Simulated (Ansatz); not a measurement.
Saddle search on BH$_{5}$O$_{2}$F$_{2}$, closed shell by partitioned rational-function steps on PBE0-D4/def2-TZVP gradients (Ansatz 0.2.0), from this start:

```
10
angstrom
B -0.4260 -0.0914 -0.2803
H -0.4637 -0.1717 1.0693
O -0.2567 -1.3634 -0.7563
O -1.4526 0.6955 -0.7427
H 1.5351 0.3805 0.4422
F 0.9535 0.7434 -0.4614
H 0.5012 -0.2395 1.3624
F 1.6366 -0.1161 1.4723
H -0.6276 -1.4503 -1.6407
H -1.3997 1.6131 -0.4649
```

```csv
step,energy less the last (meV),largest force (eV/Å),curvature followed (eV/Å²)
1,10.5,0.205,-15.14
2,2.9,0.097,-15.14
3,0.9,0.129,-15.14
4,0.2,0.041,-14.71
5,0.1,0.040,-14.80
6,0.2,0.067,-14.82
7,0.5,0.144,-14.81
8,0.4,0.090,-14.83
9,0.2,0.026,-14.86
10,0.1,0.012,-14.87
11,0.1,0.018,-14.88
12,0.0,0.016,-14.95
13,0.0,0.004,-14.83
```

The search ended at:

B1  (-0.406, -0.122, -0.317)
H2  (-0.427, -0.260, 1.028)
O3  (-0.283, -1.381, -0.841)
O4  (-1.420, 0.708, -0.734)
H5  (1.536, 0.429, 0.476)
F6  (0.997, 0.673, -0.480)
H7  (0.503, -0.214, 1.389)
F8  (1.620, 0.028, 1.560)
H9  (-0.752, -1.470, -1.674)
H10  (-1.368, 1.608, -0.409)
(Å)
